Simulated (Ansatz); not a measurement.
Computed with Ansatz on PBE0-D4/def2-TZVP structures; ΔE is electronic, products minus reactants. CBS: MP2 limit from def2 TZ/QZ plus the TZ coupled-cluster correction, frozen cores. This one scheme is used for every species. DFT in def2-TZVPP. For Ga outer-core shells are correlated without core-valence functions, which leaves a few kJ/mol of doubt a bond. Scalar relativity is left out up to krypton. Each species was taken in one conformer, which may not be the lowest.

Reaction (ligand exchange at the Si–O bond): `C[SiH2]O[SiH3]` + `[OH][Ga]([OH])[OH]` → `[OH][Ga]([OH])[O][SiH3]` + `C[SiH2]O`

`C[SiH2]O[SiH3]`:

Cartesian coordinates in Å:
```
C 1.115 -0.013 1.889
Si 0.292 -0.790 0.418
O -0.336 0.392 -0.530
Si -1.161 0.731 -1.896
H 1.921 0.655 1.576
H 1.542 -0.783 2.537
H 0.397 0.566 2.475
H -0.803 -1.702 0.849
H 1.273 -1.582 -0.376
H -1.303 2.204 -2.000
H -2.509 0.105 -1.857
H -0.428 0.219 -3.085
```

`[OH][Ga]([OH])[OH]`:

Cartesian coordinates in Å:
```
O -0.872 -1.536 0.166
Ga 0.000 0.000 0.000
O -0.727 1.340 -0.908
O 1.599 0.196 0.743
H -1.726 -1.535 -0.273
H -0.172 2.122 -0.937
H 1.898 -0.587 1.209
```

`[OH][Ga]([OH])[O][SiH3]`:

Cartesian coordinates in Å:
```
O 0.329 1.950 -1.066
Ga -0.586 0.441 -0.938
O -1.906 0.072 -2.060
O -0.167 -0.710 0.334
Si 0.907 -0.834 1.560
H 0.033 2.514 -1.785
H -2.323 -0.775 -1.886
H 0.690 -2.140 2.235
H 2.306 -0.777 1.056
H 0.718 0.260 2.551
```

`C[SiH2]O`:

```xyz
9

C    -0.492   -0.652    0.843
Si    0.470    0.571   -0.184
O     0.609    0.104   -1.762
H    -0.521   -0.328    1.887
H    -0.030   -1.641    0.806
H    -1.524   -0.743    0.494
H     1.865    0.682    0.307
H    -0.193    1.904   -0.093
H    -0.184    0.103   -2.298
```

**Question.** Is it downhill or uphill in electronic energy at CCSD(T)/CBS, and by how much? (An estimate is asked.)

**Answer.** The calculation gave: Uphill: ΔE = +1.8 kcal/mol.

**Question.** What do these levels give: ωB97X-V, ωB97M-V, SCS-MP2/def2-TZVPP, HF/def2-QZVPP, HF/CBS(def2), CCSD/CBS(def2)? (Estimate.)

**Answer.** The calculation gave: ωB97X-V 1.7, ωB97M-V 1.8, SCS-MP2/def2-TZVPP 1.5, HF/def2-QZVPP 1.5, HF/CBS(def2) 1.5, CCSD/CBS(def2) 1.8 kcal/mol.

Largest T1 diagnostic among the species: 0.014.
